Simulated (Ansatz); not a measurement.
SiAu₃⁺. The state is a quintet with charge 1. Geometry PBE-D4/def2-SVP; atoms count from 1.

```xyz
4

Au   -2.274   -0.647   -0.391
Au    2.232   -0.053    0.871
Au    0.080    1.327   -0.909
Si   -0.038   -0.627    0.430
```

In the def2 sets Au takes a core potential; there is no spin–orbit coupling. At PBE0-D4/def2-TZVP a singlet of charge 1 lies 3.55 eV below the quintet, each at its own geometry. The structure comes from a short search, and lower isomers may exist.

Question: Estimate the Mulliken populations from the PBE0/def2-TZVP orbitals of Ansatz.

Answer: 
| atom | charge (e) | spin (α − β) | d electrons |
| --- | --- | --- | --- |
| Au1 | 0.45 | 0.89 | 9.60 |
| Au2 | 0.45 | 0.89 | 9.60 |
| Au3 | 0.49 | 0.61 | 9.66 |
| Si4 | -0.40 | 1.61 | – |
Mulliken values and Mayer orders depend strongly on the basis.

Question: Where does the spin sit?

Answer: Summed by element: Au 2.39, Si 1.61, of 4 unpaired in all. Largest on single atoms: Si4 1.61, Au1 0.89, Au2 0.89.

Question: And the Mayer bond orders between bonded heavy atoms (over 0.3)?

Answer: Au1–Si4 0.84 (2.38 Å); Au2–Si4 0.84 (2.38 Å); Au3–Si4 1.00 (2.37 Å).
